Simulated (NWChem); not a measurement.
System: CH₄Ge, singlet; SMILES [CH3][GeH]

Computed with NWChem. Medium grid unless said otherwise, to which SCAN and Minnesota functionals are sensitive. Low-valent species are run as closed-shell singlets; no triplet was tried in these runs. The geometry was optimised at PBE-D3(BJ)/def2-SVP. Hybrids' shares of exact exchange are those that their runs print; pure functionals count as 0. The functionals differ in more than this share.

```csv
row,share of exact exchange,orbital gap (eV)
PBE/def2-TZVP,0.00,1.97
PW91/def2-TZVP,0.00,1.97
B3LYP/def2-TZVP,0.20,3.45
r2SCAN0/def2-TZVP,0.25,4.08
M05-2X/def2-TZVP,0.56,withheld
```

Task: Fit a straight line of the last column on the one before it, predict the withheld value, and compare with the run.

Result: 
1. Means of the 4 shown rows: x = 0.113, y = 2.868. Slope Σ(x − x̄)(y − ȳ)/Σ(x − x̄)² = 0.4196/0.05188 = 8.089; intercept 1.957.
2. The shown rows scatter about the line by 0.081 (root mean square); the largest residual is -0.12, at B3LYP/def2-TZVP.
3. At x = 0.56 (M05-2X/def2-TZVP; beyond the shown range) the line gives 6.49.
4. The run gives 5.88, -0.61 from the line, 7.6 times the scatter.
